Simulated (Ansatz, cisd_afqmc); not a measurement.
System: CH2Cl, charge 1, singlet. CH2Cl+ (parent SMILES Cl[CH2], singlet).
B3LYP-D3(BJ)/def2-TZVP minimum from Ansatz (an electronic-structure program):
```
C
H 1 1.0896
H 1 1.0896 2 121.41
Cl 1 1.5938 2 119.29 3 180.00
```
Charge +1, spin multiplicity 1.

Total energies in cc-pV(D+d)Z, 12 correlated electrons, 6 frozen orbitals. Radicals and triplets start from unrestricted determinants; spin-orbit coupling is neglected. Cores are frozen in correlated methods. No relativity. AFQMC is phaseless with a CISD trial state; ± is one standard error, without the phaseless bias. Outlying blocks are dropped, and bars are widened where a walk drifts. Over all cases where full CI ran beside it in this data, AFQMC minus full CI had a median of +0.1 mEh and passed +0.4 mEh in a tenth of the cases. The T1 diagnostic of CH2Cl+ (parent SMILES [CH2]Cl, singlet) reaches 0.026 in the sets run. The spin of CH2Cl+ (parent SMILES [CH2]Cl, singlet) was assumed, and the state is the lowest solution found for it.

| method | program | energy (Eh) | minus CCSDTQ (mEh) |
|---|---|---|---|
| HF | Ansatz | -498.18044 | 299.62 |
| MP2 | Ansatz | -498.43901 | 41.05 |
| CCSD | Ansatz | -498.46864 | 11.41 |
| CCSD(T) | Ansatz | -498.47865 | 1.40 |
| CCSDT(Q) | Ansatz | -498.48014 | -0.08 |
| CCSDTQ | Ansatz | -498.48006 | 0.00 |
| AFQMC/CISD | cisd_afqmc | -498.4801 ± 0.0004 | -0.1 ± 0.4 |

Rough core times of Ansatz's runs on a shared machine: CCSD(T) under 20 s, CCSDT(Q) under 20 s, CCSDTQ 7 min.
